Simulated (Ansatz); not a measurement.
`O[CH2][GaH][O][GeH3]`, charge 0, multiplicity 1.

**Question.** Give a relaxed structure at PBE0-D4/def2-TZVP (Ansatz). (An estimate is asked.)

**Answer.** Computed: 
Cartesian coordinates in Å:
```
O 1.6074 -2.3587 0.3623
C 1.0070 -1.1465 -0.0605
Ga -0.5152 -0.7178 1.1316
O -1.3918 0.7952 0.7430
Ge -1.1327 1.9921 -0.5284
H 2.3439 -2.5602 -0.2206
H 1.7148 -0.3045 -0.0365
H 0.6327 -1.2090 -1.0932
H -1.0780 -1.4884 2.3614
H -1.2338 1.3136 -1.9119
H 0.2688 2.6210 -0.3730
H -2.2230 3.0632 -0.3743
```
Point group Cs.
This is one stationary point; other conformers may exist.
